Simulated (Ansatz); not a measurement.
`C[S][Zr]([OH])([OH])[OH]` at its PBE0-D4/def2-TZVP geometry, where that method's forces vanish. The species carries charge 0 and has multiplicity 1. Zr: def2 effective core potential.

```tsv
atom	x (Å)	y (Å)	z (Å)
C1	-2.193	0.040	0.318
S2	-1.089	1.494	0.353
Zr3	0.963	0.230	-0.119
O4	2.390	1.510	-0.132
O5	1.163	-1.090	1.272
O6	0.749	-0.668	-1.804
H7	-1.676	-0.886	0.581
H8	-2.981	0.197	1.055
H9	-2.641	-0.068	-0.669
H10	3.144	2.022	-0.410
H11	1.506	-1.485	2.068
H12	0.665	-1.296	-2.514
```

(1) For each bond, give half the difference of the two atoms' forces along it (eV/Å; positive pushes the atoms apart) under PBE-D4, r2SCAN-D4, B3LYP-D4, ωB97M-V in def2-TZVPP. (Best estimate.)

Answers

(1) Ansatz gave: 
| bond | length (Å) | PBE-D4 | r2SCAN-D4 | B3LYP-D4 | ωB97M-V |
| --- | --- | --- | --- | --- | --- |
| C1–S2 | 1.826 | 0.16 | 0.17 | 0.31 | 0.16 |
| C1–H7 | 1.093 | 0.10 | -0.03 | -0.09 | -0.07 |
| C1–H8 | 1.090 | 0.11 | -0.04 | -0.10 | -0.08 |
| C1–H9 | 1.089 | 0.10 | -0.04 | -0.09 | -0.08 |
| S2–Zr3 | 2.455 | 0.01 | 0.01 | 0.07 | 0.04 |
| Zr3–O4 | 1.917 | -0.05 | 0.08 | 0.12 | 0.08 |
| Zr3–O5 | 1.928 | -0.02 | 0.08 | 0.13 | 0.06 |
| Zr3–O6 | 1.921 | -0.03 | 0.09 | 0.14 | 0.08 |
| O4–H10 | 0.953 | 0.32 | -0.03 | -0.10 | -0.09 |
| O5–H11 | 0.952 | 0.32 | -0.03 | -0.09 | -0.07 |
| O6–H12 | 0.952 | 0.30 | -0.04 | -0.10 | -0.09 |

B3LYP here is the variant with VWN-RPA as its local correlation; programs differ in this.
